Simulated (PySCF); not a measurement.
**Radial density of Pd²³⁺ (palladium, charge +23)**

M06-L, [Ar] 3d5, high-spin 6S determinant. Calculation: PySCF 2.14, in an even-tempered Gaussian basis (17 s from 2.5 bohr⁻², ratio 2.5; 11 p from 3.2 bohr⁻², ratio 2.5; 8 d from 3.2 bohr⁻², ratio 2.5; 4 f from 14 bohr⁻², ratio 2.7; 3 g from 21 bohr⁻², ratio 2.7); no relativity, point nucleus.

| r (bohr) | 4πr²ρ (e/bohr) | 4πr²(ρα − ρβ) |
| --- | --- | --- |
| 0.000531 | 0.2300 | 0.0000 |
| 0.000893 | 0.6295 | 0.0000 |
| 0.00150 | 1.684 | -0.0001 |
| 0.00253 | 4.338 | -0.0002 |
| 0.00425 | 10.48 | -0.0004 |
| 0.00715 | 22.74 | -0.0009 |
| 0.0120 | 41.25 | -0.0015 |
| 0.0202 | 56.29 | -0.0003 |
| 0.0340 | 53.43 | 0.0229 |
| 0.0572 | 52.59 | 0.2815 |
| 0.0963 | 71.40 | 2.2527 |
| 0.162 | 47.23 | 9.7522 |
| 0.272 | 43.39 | 16.8184 |
| 0.458 | 23.01 | 6.5374 |
| 0.771 | 0.7874 | 0.2394 |
| 1.30 | 0.0009402 | 0.0003 |

A non-relativistic calculation at this Z misses sizeable relativistic shifts.
